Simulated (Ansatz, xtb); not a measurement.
Pulling on the Te1–Te2 bond in Te2 (multiplicity 3 held). Energies count from the point at 2.575 Å.


R- and RO- levels are restricted; in cc, def2 and unpolarised 6-31G sets they are followed outwards from rest. U- levels take the lowest unrestricted solution at each point, which mixes spins at long bonds. Active spaces are followed from rest. Curves can end on different states.

Frozen-core correlation. Filled d and f shells under p-block atoms count as core.

Run with Ansatz (a program for electronic structure) with Gaussian orbitals; xtb for the GFN methods.  In def2 rows elements past Kr take small-core potentials, without spin–orbit coupling. The GFN methods have no spin term and hold the electronic entropy of 300 K.

Energies in kJ/mol.

```tsv
R (Å)	GFN2-xTB	RO-B3LYP/def2-TZVPP	U-B3LYP/def2-TZVPP	SC-NEVPT2 on CASSCF(12,8)/def2-TZVPP	FIC-MRCISD+Q on CASSCF(12,8)/def2-TZVPP
2.060	786	395	395	410	413
2.317	117	67	67	71	73
2.575	0	0	0	0	0
2.832	32	34	34	31	29
3.090	104	101	101	92	89
3.476	215	206	203	181	175
3.862	297	293	269	232	228
4.506	354	387	305	250	247
5.149	380	438	311	253	250
5.922	382	468	313	253	251
6.952	383	485	314	254	251
8.239	383	494	314	254	251
10.299	383	502	314	254	252
```

Doubts at one or more of the structures used: a restricted determinant that unrestricted orbitals would lower (RO-B3LYP/def2-TZVPP); a spin-contaminated determinant (U-B3LYP/def2-TZVPP).
